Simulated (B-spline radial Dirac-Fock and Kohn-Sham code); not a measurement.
## K-shell conversion coefficients of Cs against transition energy

Model: a Dirac-Hartree-Slater potential of the neutral atom with a Latter tail (no hole, which puts coefficients of high multipoles low close above an edge), finite nucleus with surface currents. Program: a radial finite-basis atomic code. Subshells within 1 keV of threshold and pair formation are left out.

```tsv
energy (keV)	E2	E4	E5	M2	M4	M5
50	7.21	98.4	351	94.5	3260	15700
54.1	6.23	109	448	70.3	2850	15600
65.7	3.98	96.8	472	34.0	1650	10500
72.1	3.12	81.0	410	24.0	1180	7790
100	1.21	31.3	159	7.19	312	2000
101	1.17	30.2	153	6.94	299	1910
102	1.13	29.2	148	6.69	286	1820
109	0.923	23.1	115	5.26	214	1330
113	0.825	20.2	99.8	4.61	182	1120
200	0.130	2.07	8.15	0.621	13.4	61.9
221	0.0944	1.36	5.14	0.443	8.51	37.1
340	0.0243	0.235	0.722	0.109	1.26	4.23
358	0.0208	0.192	0.575	0.0928	1.01	3.29
500	0.00796	0.0548	0.141	0.0337	0.253	0.680
871	0.00201	0.00900	0.0183	0.00709	0.0317	0.0647
1000	0.00148	0.00606	0.0117	0.00493	0.0198	0.0381
1660	0.000533	0.00164	0.00270	0.00140	0.00410	0.00662
1670	0.000527	0.00162	0.00266	0.00138	0.00403	0.00649
2000	0.000377	0.00107	0.00167	0.000904	0.00243	0.00372
```

Task: How fast do they fall between 1660 and 2000 keV?

Result: As powers of the energy: E2 E^-1.86, E4 E^-2.32, E5 E^-2.58, M2 E^-2.34, M4 E^-2.82, M5 E^-3.08. Within one type (E or M) the higher multipoles fall faster.

Values without a named source are computed, but for edge energies of neutral atoms, which are taken from tables.
